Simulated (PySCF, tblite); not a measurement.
A database entry of computed molecular properties. Lists by class give the value and the number of equivalent atoms.

```json
{
 "formula": "CH14ClNSi5",
 "smiles": "[SiH3][Si]([SiH3])([SiH3])NC[SiH2]Cl",
 "inchi": "InChI=1S/CH14ClNSi5/c2-7-1-3-8(4,5)6/h3H,1,7H2,4-6H3",
 "charge": 0,
 "multiplicity": 1,
 "geometry_level": "GFN2-xTB",
 "atoms_angstrom": [
  ["Si", -1.915, 0.123, 1.772],
  ["Si", -0.86, 0.035, -0.315],
  ["Si", -2.025, 1.109, -2.025],
  ["Si", -0.273, -2.171, -0.895],
  ["N", 0.518, 1.079, -0.111],
  ["C", 1.485, 0.954, 0.961],
  ["Si", 2.99, -0.164, 0.559],
  ["Cl", 3.575, 0.286, -1.317],
  ["H", -1.764, 1.384, 2.505],
  ["H", -3.357, -0.102, 1.639],
  ["H", -1.427, -0.914, 2.694],
  ["H", -2.925, 2.173, -1.572],
  ["H", -2.873, 0.125, -2.706],
  ["H", -1.192, 1.711, -3.071],
  ["H", 0.132, -2.998, 0.251],
  ["H", 0.841, -2.271, -1.848],
  ["H", -1.403, -2.872, -1.514],
  ["H", 0.956, 1.451, -0.942],
  ["H", 0.959, 0.568, 1.837],
  ["H", 1.836, 1.959, 1.229],
  ["H", 4.087, 0.133, 1.476],
  ["H", 2.626, -1.577, 0.59]
 ],
 "electronic_structure_code": "PySCF",
 "results": {
  "GFN2-xTB geometry": {
   "point_group": "C1",
   "rotational_constants_GHz": [0.873, 0.408, 0.377]
  },
  "PBE0/pcSseg-1 ground state and GIAO shieldings, non-relativistic": {
   "dipole_D": 1.48,
   "homo_eV": -6.51,
   "lumo_eV": -1.15,
   "shift_vs_computed_TMS_C_by_class_ppm": [
    [38.9, 1]
   ],
   "shift_vs_computed_TMS_H_by_class_ppm": [
    [5.02, 2],
    [3.59, 9],
    [2.65, 2],
    [-0.38, 1]
   ],
   "shielding_other_nuclei_by_class_ppm": [
    ["N", 268.4, 1],
    ["Si", 366.1, 1],
    ["Si", 392.4, 1],
    ["Si", 460.6, 3],
    ["Cl", 1034.8, 1]
   ],
   "charges_hirshfeld_e_by_atom": [0.2, 0.17, 0.21, 0.18, -0.25, -0.11, 0.34, -0.11, -0.07, -0.08, -0.08, -0.07, -0.08, -0.07, -0.08, -0.07, -0.08, 0.1, 0.04, 0.04, -0.07, -0.07]
  },
  "GFN2-xTB harmonic vibrations, gas phase": {
   "strongest_ir_bands_cm-1_km_per_mol_modes": [
    [759.2, 914.4, 1],
    [763.7, 951.5, 1],
    [843.8, 344.7, 1],
    [2186.5, 478.4, 1],
    [2229.8, 620.2, 1],
    [2232.0, 878.3, 1]
   ],
   "zpe_kcal_per_mol": 83.6
  }
 }
}
```

With B = h/(8π²I), that is 505.379 GHz u Å² over I, the principal moments of inertia are 578.9, 1237.8 and 1339.8 u Å² (most abundant isotopes); the inertial defect Ic − Ia − Ib is -476.9 u Å² (zero for a rigid planar frame, negative otherwise). The zero-point energy, half the sum of the 60 harmonic wavenumbers, equals 29250 cm⁻¹ or 350 kJ/mol.

One conformer (not necessarily the lowest) at the GFN2-xTB geometry, without solvent or vibrations. NMR classes are plain means over equivalent atoms (diastereotopic ones count apart unless rotation or inversion swaps them), as if these changed places fast; in this geometry the members of some classes differ.

Shape of the structure used: `[SiH3:1][Si:2]([SiH3:3])([SiH3:4])[NH:5][CH2:6][SiH2:7][Cl:8]`: Si1–Si2–N5–C6 53°, Si2–N5–C6–Si7 91°, N5–C6–Si7–Cl8 43°.
